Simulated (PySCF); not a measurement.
C2H2F (SMILES C=[C-]F), charge -1, singlet, at a GFN2-xTB geometry, with bond 4-2 at 2.0 times its length; B3LYP/def2-SV(P) in PySCF.

The PySCF input:
```python
from pyscf import gto, scf, dft

mol = gto.Mole()
mol.atom = '''
    C     0.02235176    0.64734323   -0.01980650
    C     1.14806260   -0.07296494   -0.02704209
    F    -1.15423518   -0.30467257    0.03842180
    H     1.38700850   -2.26934534    0.03215055
    H     2.09809485    0.46693855   -0.06725891
'''
mol.basis = 'def2-sv(p)'
mol.charge = -1
mol.verbose = 4
mol.build()

mf = dft.RKS(mol)
mf.xc = 'b3lyp'
mf.level_shift = 0.5
mf.max_cycle = 100
mf.kernel()
```

Output, abridged:

```
PySCF version 2.14.0

[INPUT] verbose = 4
[INPUT] num. atoms = 5
[INPUT] num. electrons = 24
[INPUT] charge = -1
[INPUT] spin (= nelec alpha-beta = 2S) = 0
[INPUT] symmetry False subgroup None
[INPUT] Mole.unit = angstrom
[INPUT] Symbol           X                Y                Z      unit          X                Y                Z       unit  Magmom
[INPUT]  1 C      0.022351760000   0.647343230000  -0.019806500000 AA    0.042238704802   1.223301413291  -0.037428860486 Bohr   0.0
[INPUT]  2 C      1.148062600000  -0.072964940000  -0.027042090000 AA    2.169523887856  -0.137883753295  -0.051102143936 Bohr   0.0
[INPUT]  3 F     -1.154235180000  -0.304672570000   0.038421800000 AA   -2.181188373538  -0.575747714967   0.072606679213 Bohr   0.0
[INPUT]  4 H      1.387008500000  -2.269345340000   0.032150550000 AA    2.621066197444  -4.288441174658   0.060755734254 Bohr   0.0
[INPUT]  5 H      2.098094850000   0.466938550000  -0.067258910000 AA    3.964824649860   0.882385976502  -0.127100919337 Bohr   0.0

nuclear repulsion = 55.408708018825
number of shells = 22
number of NR pGTOs = 80
number of NR cGTOs = 46
basis = def2-sv(p)
ecp = {}

******** <class 'pyscf.dft.rks.RKS'> ********
method = RKS
initial guess = minao
damping factor = 0
level_shift factor = 0.5
DIIS = <class 'pyscf.scf.diis.CDIIS'>
diis_start_cycle = 1
diis_space = 8
diis_damp = 0
SCF conv_tol = 1e-09
SCF conv_tol_grad = None
SCF max_cycles = 100
direct_scf = True
direct_scf_tol = 1e-13
XC library pyscf.dft.libxc version 7.1.2
    S. Lehtola, C. Steigemann, M. J. T. Oliveira, and M. A. L. Marques,  SoftwareX 7, 1–5 (2018)
XC functionals = b3lyp
    P. J. Stephens, F. J. Devlin, C. F. Chabalowski, and M. J. Frisch,  J. Phys. Chem. 98, 11623 (1994)
radial grids:
    Treutler-Ahlrichs [JCP 102, 346 (1995); DOI:10.1063/1.469408] (M4) radial grids

becke partition: Becke, JCP 88, 2547 (1988); DOI:10.1063/1.454033
pruning grids: <function nwchem_prune>
grids dens level: 3
symmetrized grids: False
atomic radii adjust function: <function treutler_atomic_radii_adjust>
small_rho_cutoff = 0
Set gradient conv threshold to 3.16228e-05
Initial guess from minao.
tot grids = 62120
init E= -176.802929107564
  HOMO = 0.031795874165613  LUMO = 0.18144956031873  gap/eV = 4.07228
cycle= 1 E= -176.815605059611  delta_E= -0.0127  |g|= 0.627  |ddm|=  2.1
  HOMO = 0.0690608718043011  LUMO = 0.625763620699492  gap/eV = 15.14865
cycle= 2 E= -176.868566392362  delta_E= -0.053  |g|= 0.506  |ddm|= 0.807
  HOMO = 0.00229190243181243  LUMO = 0.628185145731212  gap/eV = 17.03142
cycle= 3 E= -176.903973092359  delta_E= -0.0354  |g|= 0.162  |ddm|= 0.248
  HOMO = -0.0083139216306245  LUMO = 0.62226327743361  gap/eV = 17.15888
cycle= 4 E= -176.908525817923  delta_E= -0.00455  |g|= 0.0416  |ddm|= 0.109
  HOMO = -0.00933515674333485  LUMO = 0.619428918171565  gap/eV = 17.10954
cycle= 5 E= -176.908962071739  delta_E= -0.000436  |g|= 0.0124  |ddm|= 0.0534
  HOMO = -0.00965070616450259  LUMO = 0.620403449949092  gap/eV = 17.14465
cycle= 6 E= -176.909046137961  delta_E= -8.41e-05  |g|= 0.00534  |ddm|= 0.029
  HOMO = -0.0093326693530047  LUMO = 0.620148303650296  gap/eV = 17.12905
cycle= 7 E= -176.909071347894  delta_E= -2.52e-05  |g|= 0.00309  |ddm|= 0.0162
  HOMO = -0.00953865738137072  LUMO = 0.620007527860909  gap/eV = 17.13082
cycle= 8 E= -176.909080890937  delta_E= -9.54e-06  |g|= 0.00216  |ddm|= 0.0104
  HOMO = -0.0093953776289748  LUMO = 0.620136094823557  gap/eV = 17.13042
cycle= 9 E= -176.909085341298  delta_E= -4.45e-06  |g|= 0.00137  |ddm|= 0.00617
  HOMO = -0.00939900036881181  LUMO = 0.620115225739414  gap/eV = 17.12995
cycle= 10 E= -176.909087353601  delta_E= -2.01e-06  |g|= 0.000899  |ddm|= 0.00375
  HOMO = -0.00939257882747579  LUMO = 0.620131992832618  gap/eV = 17.13024
cycle= 11 E= -176.909088246257  delta_E= -8.93e-07  |g|= 0.000614  |ddm|= 0.0024
  HOMO = -0.00937901650205131  LUMO = 0.620135624995105  gap/eV = 17.12997
cycle= 12 E= -176.909088659136  delta_E= -4.13e-07  |g|= 0.000449  |ddm|= 0.00154
  HOMO = -0.00938524533144047  LUMO = 0.620126052691017  gap/eV = 17.12987
cycle= 13 E= -176.909088864193  delta_E= -2.05e-07  |g|= 0.000337  |ddm|= 0.00105
  HOMO = -0.00938393038981022  LUMO = 0.62013252825127  gap/eV = 17.13002
cycle= 14 E= -176.909088970118  delta_E= -1.06e-07  |g|= 0.000225  |ddm|= 0.000723
  HOMO = -0.00938518124414411  LUMO = 0.620122730484993  gap/eV = 17.12978
cycle= 15 E= -176.909089017854  delta_E= -4.77e-08  |g|= 0.000178  |ddm|= 0.0005
  HOMO = -0.00938211592007221  LUMO = 0.62012503368039  gap/eV = 17.12976
cycle= 16 E= -176.909089042741  delta_E= -2.49e-08  |g|= 0.000141  |ddm|= 0.000346
  HOMO = -0.00938257434579537  LUMO = 0.620124214934007  gap/eV = 17.12975
cycle= 17 E= -176.909089055802  delta_E= -1.31e-08  |g|= 0.000108  |ddm|= 0.000242
  HOMO = -0.00938330027088874  LUMO = 0.620123686287299  gap/eV = 17.12976
cycle= 18 E= -176.909089062835  delta_E= -7.03e-09  |g|= 8.04e-05  |ddm|= 0.000172
  HOMO = -0.00938267828299999  LUMO = 0.620123733713378  gap/eV = 17.12974
cycle= 19 E= -176.909089066437  delta_E= -3.6e-09  |g|= 6.18e-05  |ddm|= 0.000121
  HOMO = -0.00938302484985876  LUMO = 0.620123210833413  gap/eV = 17.12974
cycle= 20 E= -176.909089068359  delta_E= -1.92e-09  |g|= 4.78e-05  |ddm|= 8.61e-05
  HOMO = -0.00938296963702268  LUMO = 0.620123187235214  gap/eV = 17.12974
cycle= 21 E= -176.909089069409  delta_E= -1.05e-09  |g|= 3.6e-05  |ddm|= 6.19e-05
  HOMO = -0.00938319943714916  LUMO = 0.620122669757761  gap/eV = 17.12973
cycle= 22 E= -176.90908906995  delta_E= -5.41e-10  |g|= 2.83e-05  |ddm|= 4.37e-05
  HOMO = -0.00938480212473314  LUMO = 0.120125322673004  gap/eV = 3.52415
Extra cycle  E= -176.909089068118  delta_E= 1.83e-09  |g|= 9.06e-05  |ddm|= 0.000187
converged SCF energy = -176.909089068118
```
